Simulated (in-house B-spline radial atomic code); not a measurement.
## Response and correlation of Tm59+

Closed shell [He] 2s2 2p6. Computed with a B-spline radial code for spherical atoms: Dirac-Hartree-Fock, relativistic RPA (time-dependent Dirac-Hartree-Fock) for the response and second-order many-body perturbation theory for correlation, no-pair Dirac-Coulomb Hamiltonian, finite nucleus.

```tsv
multipole (bohr³, bohr⁵, bohr⁷)	uncoupled	coupled RPA
dipole	6.1306e-05	6.1523e-05
quadrupole	6.2555e-07	6.3699e-07
octupole	1.0009e-08	?
```

Task: What is the coupled octupole polarisability?

Result: 1.019e-08 atomic units, +2 % against the uncoupled value.

Task: Which subshells carry the dipole polarisability?

Result: 2p3/2 64.1 %, 2p1/2 22.9 %, 2s1/2 12.9 %.

Task: What does the dipole shielding factor come to?

Result: The dipole shielding factor is 0.145, against the exact N/Z = 10/69 = 0.145 of the non-relativistic theorem.

Dipole polarisability at imaginary frequency:

```
u (Eh)  α(iu) (bohr³)
     0      6.152e-05
  23.2       6.12e-05
  69.7      5.875e-05
   139      5.192e-05
   232      4.092e-05
   465      2.122e-05
   930      7.694e-06
  2320       1.52e-06
```

Task: What dispersion coefficients follow for two such ions (the dispersion part alone)?

Result: C6 = (3/π)∫α(iu)²du = 9.484e-07 hartree·bohr⁶ and C8 = 5.207e-08 hartree·bohr⁸.

Lowest J = 1 odd-parity excitations:

| energy (eV) | oscillator strength | leading channel | weight |
| --- | --- | --- | --- |
| 7185.5 | 0.144 | 2p3/2 → s1/2 | 1.0 |
| 7742.9 | 0.0414 | 2p3/2 → d3/2 | 0.963 |
| 7849.7 | 2.33 | 2p3/2 → d5/2 | 0.961 |
| 8199.3 | 0.0269 | 2p1/2 → s1/2 | 0.999 |
| 8763.9 | 0.87 | 2s1/2 → p1/2 | 0.777 |
| 8793 | 0.525 | 2p1/2 → d3/2 | 0.776 |
| 9052.3 | 0.293 | 2s1/2 → p3/2 | 0.999 |
| 9996.2 | 0.0254 | 2p3/2 → s1/2 | 1.0 |

Second-order correlation energy by the highest angular momentum of the excited pair (hartree): s -0.02361, p -0.1487, d -0.1882, f -0.05013, g -0.01907, h -0.007109, i -0.003228, k -0.001662.

Task: What is the second-order correlation energy at the partial-wave limit?

Result: The listed waves sum to -0.44173 hartree; extrapolating the increments as (l + 1/2)⁻⁴ gives -0.44513 hartree, -1.21 eV per electron.
